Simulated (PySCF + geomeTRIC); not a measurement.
Species: [Zn(H)2] (charge 0, multiplicity 1).

Problem. Give a relaxed geometry from BP86-D3(BJ)/def2-SVP run with PySCF + geomeTRIC.

Solution. the end point of this relaxation.
Cartesian coordinates (Å) in one orientation:
```xyz
3

Zn     0.000     0.000     0.000
H      1.538     0.062     0.176
H     -1.538    -0.062    -0.176
```
